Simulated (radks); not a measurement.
Species: Al+. Configuration: [Ne] 3s2. Method: non-relativistic Kohn-Sham, PBE, spin-unpolarised, spherical densities, point nucleus; computed with a radial shooting solver on a logarithmic mesh with Libxc functionals. Some entries of the table are withheld. Estimate them.

orbital  occ.  eigenvalue (eV)  <r^2> (bohr^2)
1s          2              (1)         0.01956
2s          2        -116.0560             (2)
2p          6         -78.0340          0.4627
3s          2              (3)             (4)

Answer. 
(1) 1s eigenvalue (eV): -1516.172
(2) 2s <r^2> (bohr^2): 0.4723
(3) 3s eigenvalue (eV): -14.7848
(4) 3s <r^2> (bohr^2): 6.540
